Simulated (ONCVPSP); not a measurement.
**iodine (I): one change to an ONCV potential, before and after**

| Item | Value |
| --- | --- |
| Element | iodine (I) |
| Generator | ONCVPSP 4.0.1 |
| Type | optimised norm-conserving Vanderbilt (ONCV) |
| Functional | PW91 |
| Relativity | fully relativistic |
| Frozen core | [Kr] 4d10 |
| Valence charge | 7 |
| Reference configuration | 5s2 5p3 (charge +2) |
| Partial waves | 5s: rc 1.35 bohr, ncon 3, nbas 6, qcut 4.3 1/bohr, 2 projectors, debl 0.4 Ha; 5p: rc 1.75 bohr, ncon 3, nbas 6, qcut 3.8 1/bohr, 2 projectors, debl 2.9 Ha |
| Local potential | polynomial inside 1.05 bohr (lpopt 1, dvloc0 0 Ha) |
| Core correction | Teter function, fcfact 2.75, rcfact 1.8 |

Open shells are filled in proportion to 2j + 1.

In the s channel the program set the typed energies aside and used -1.326, 0.250 Ha.

All-electron outer shells of the reference configuration (PW91, scalar-relativistic, ld1.x):

| shell | level (eV) | outermost node (bohr) | outermost maximum (bohr) |
| --- | --- | --- | --- |
| 4p | -148.00 | 0.37 | 0.72 |
| 4d | -70.65 | 0.35 | 0.77 |
| 5s | -36.10 | 0.88 | 1.68 |
| 5p | -24.56 | 0.96 | 1.92 |

Change: core correction Teter function, fcfact 2.75, rcfact 2.02.

Cutoffs: the cutoffs (Ha) at which the residual kinetic energy of the hardest occupied pseudo-wave falls to 1 and 0.1 mHa per electron; they do not see the model core or the augmentation charge, which bear on the density cutoff. Errors are all-electron minus pseudo energies relative to the spin-unpolarised reference configuration.

**Question.** What does the change do?

**Answer.** The potential gets neither clearly harder nor softer (59 Ha and 83 Ha → 59 Ha and 83 Ha); both files keep a bound ghost (s); of the 4 tests that both files solve, the error grows in 4 and shrinks in 0 by more than 15 % and 0.3 meV (median size 137.8 → 203.0 meV). A model core, the more so a compact one, raises the density cutoff, which this test does not measure.

```tsv
quantity	base	changed
cutoff, loose	59 Ha	59 Ha
cutoff, tight	83 Ha	83 Ha
bound ghosts	s	s
GHOST(+) flags under 300 eV	p3/2 at 48.5 eV, p1/2 at 60.8 eV	p3/2 at 48.5 eV, p1/2 at 60.8 eV
error for 5s2 5p5, meV [ΔE -31.16 eV]	-272	-454
error for 5s2 5p4, meV [ΔE -19.94 eV]	-82	-124
error for 5s2 5p2, meV [ΔE 29.45 eV]	-106	-138
error for 5s2 5p4.5, meV [ΔE -26.59 eV]	-169	-268
s: phases at 1.37 bohr within 0.05 rad from the reference energy up to (Ha; the scan ends near 5)	to the end of the scan	to the end of the scan
p3/2: phases at 1.77 bohr within 0.05 rad from the reference energy up to (Ha; the scan ends near 5)	to the end of the scan	to the end of the scan
p1/2: phases at 1.77 bohr within 0.05 rad from the reference energy up to (Ha; the scan ends near 5)	2.2	2.2
rms error of d²Exc/dni dnj with the model core, mHa	0.45	3.03
```

 A true bound ghost makes a file unfit for plane-wave use even where its test errors are small: the radial tests pick states by their node count and pass the ghost by.
